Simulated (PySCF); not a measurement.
A structure optimised at PBE-D3(BJ)/def2-SVP, used in a PySCF frequency run:

```xyz
14

Si     1.8032    -0.0981     0.0000
Si    -0.4945     0.4244     0.0000
C     -1.3137    -0.2741     1.5620
C     -1.3137    -0.2741    -1.5620
H      2.4958     0.4549     1.2201
H      2.4958     0.4549    -1.2201
H      1.9996    -1.5948     0.0000
H     -0.6293     1.9292     0.0000
H     -0.8532     0.1463     2.4785
H     -2.3959    -0.0296     1.5777
H     -1.2100    -1.3777     1.6006
H     -1.2100    -1.3777    -1.6006
H     -0.8532     0.1463    -2.4785
H     -2.3959    -0.0296    -1.5777
```
Charge 0, spin multiplicity 1.

Problem. Write its SMILES, formula and point group.

Solution. C[SiH](C)[SiH3], C2H10Si2, Cs

Problem. What are its rotational constants (standard atomic weights)?

Solution. 4.9602, 2.6562, 1.9685 GHz
